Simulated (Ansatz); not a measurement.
Isolated molecules relaxed with PBE0-D4/def2-TZVP in Ansatz; ΔE leaves out vibrations. CCSD(T)/CBS adds triple-zeta CCSD(T) − MP2 to the extrapolated MP2 energy (def2 sets, frozen cores). This one scheme is used for every species. Each species was taken in one conformer, which may not be the lowest.

Consider the hydrogenolysis of the Si–S bond: `CS[SiH2][SiH2]S` + H₂ → `[SiH3][SiH2]S` + CH₃SH.

`CS[SiH2][SiH2]S`:

Cartesian coordinates in Å:
```
C -0.632 -1.820 -0.689
S 1.018 -1.582 0.031
Si 1.332 0.472 -0.465
Si -0.375 1.736 0.531
S -0.765 0.819 2.425
H -1.374 -1.195 -0.190
H -0.625 -1.611 -1.759
H -0.893 -2.866 -0.535
H 1.356 0.660 -1.943
H 2.661 0.813 0.104
H -1.591 1.751 -0.330
H 0.028 3.150 0.752
H -0.141 -0.327 2.068
```

H₂:

```xyz
2

H     0.080   -0.313   -0.187
H    -0.080    0.313    0.187
```

`[SiH3][SiH2]S`:

Cartesian coordinates in Å:
```
Si -0.947 -0.047 -1.227
Si 0.512 -0.383 0.569
S 0.835 1.547 1.444
H -2.224 0.539 -0.744
H -1.229 -1.351 -1.886
H -0.331 0.874 -2.218
H -0.083 -1.320 1.560
H 1.795 -0.971 0.099
H 1.672 1.112 2.402
```

CH₃SH:

```xyz
6

C     0.465   -0.143   -0.069
S    -0.871    0.739    0.767
H     0.308   -1.221   -0.047
H     1.374    0.087    0.486
H     0.589    0.199   -1.096
H    -1.865    0.339   -0.041
```

```
         level  ΔE (kJ/mol)
 HF/def2-QZVPP         -1.2
MP2/def2-QZVPP         54.3
```

(1) What does CCSD(T)/CBS give? (Estimate.)

Largest T1 diagnostic among the species: 0.012.

Answers

(1) Ansatz gave: +44.2 kJ/mol. The listed levels differ from it by -45.4, 10.1 kJ/mol.

From PBE to PBE0 (25 % exact exchange), in def2-TZVPP and without D4, ΔE moves by −4.2 kJ/mol. In def2-TZVPP, CCSD(T) changes the Hartree–Fock value by +37.4 kJ/mol (the triples alone add +9.0 kJ/mol) and MP2 by +50.8 kJ/mol.
